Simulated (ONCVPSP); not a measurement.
# u(r) = r·R(r): atom against pseudo-atom (V)

Columns: radius, all-electron u(r) and pseudo u(r) of the 3p shell (level -51.64 eV) of vanadium in the configuration [Ne] 3s2 3p6 3d3 4s1; LDA (Perdew-Wang 92), scalar-relativistic, ONCV scheme, ONCVPSP 4.0.1.

| r (bohr) | all-electron | pseudo |
| --- | --- | --- |
| 0.095 | -0.4177 | 0.0349 |
| 0.190 | -0.5344 | 0.1351 |
| 0.285 | -0.2630 | 0.2876 |
| 0.380 | 0.1361 | 0.4718 |
| 0.475 | 0.5046 | 0.6616 |
| 0.570 | 0.7811 | 0.8309 |
| 0.665 | 0.9564 | 0.9588 |
| 0.760 | 1.0442 | 1.0343 |
| 0.855 | 1.0653 | 1.0572 |
| 0.950 | 1.0397 | 1.0359 |
| 1.045 | 0.9842 | 0.9830 |
| 1.140 | 0.9112 | 0.9110 |
| 1.235 | 0.8299 | 0.8298 |
| 1.330 | 0.7465 | 0.7464 |
| 1.425 | 0.6648 | 0.6647 |
| 1.520 | 0.5875 | 0.5875 |
| 1.615 | 0.5159 | 0.5159 |
| 1.710 | 0.4507 | 0.4506 |
| 1.805 | 0.3920 | 0.3920 |
| 1.900 | 0.3397 | 0.3397 |
| 1.995 | 0.2936 | 0.2935 |
| 2.090 | 0.2530 | 0.2529 |
| 2.185 | 0.2175 | 0.2175 |
| 2.280 | 0.1867 | 0.1866 |
| 2.375 | 0.1599 | 0.1599 |
| 2.470 | 0.1368 | 0.1367 |

**Question.** How many radial nodes do the two functions have?

**Answer.** The all-electron 3p function has n − l − 1 = 1; the pseudo-wave has 0, since the states of the same l below it are removed with the core.

**Question.** At about which radius was the pseudo-wave matched?

**Answer.** 1.25 bohr. The columns agree to 0.0005 from 1.14 bohr on; several derivatives are matched, so the curves merge somewhat inside the radius.

**Question.** Is the pseudo-wave norm-conserving?

**Answer.** Yes: the ONCV scheme keeps the norm inside the radius equal to the all-electron one, which fixes the energy derivative of the logarithmic derivative at the level.
